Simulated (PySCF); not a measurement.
Al(Cl)(OH)(SMe) (CH4AlClOS), SMILES C[S][Al]([OH])[Cl].

Geometry: B3LYP-D3(BJ)/def2-SVP. The structure was generated by enumeration; whether it is a known compound was not checked. Other conformers were not sampled.

Calculation: CAM-B3LYP/def2-TZVP in PySCF.

Gas-phase values at a fixed geometry.

Computed frontier levels, gap, dipole moment and polarisability:
```
Quantity                                                                                                       Result
---------------------------------------------------------------------------------------------  ----------------------
highest occupied level                                                                                       -8.58 eV
lowest empty level                                                                                            0.22 eV
orbital gap                                                                                                   8.81 eV
dipole moment                                                                                                  2.26 D
quadrupole, principal values (traceless, Buckingham form, about the centre of nuclear charge)   -3.89, 0.55, 3.34 D·Å
mean static polarisability                                                                      69.2 bohr³ (10.26 Å³)
polarisability, principal values                                                               52.7, 65.2, 89.7 bohr³
```
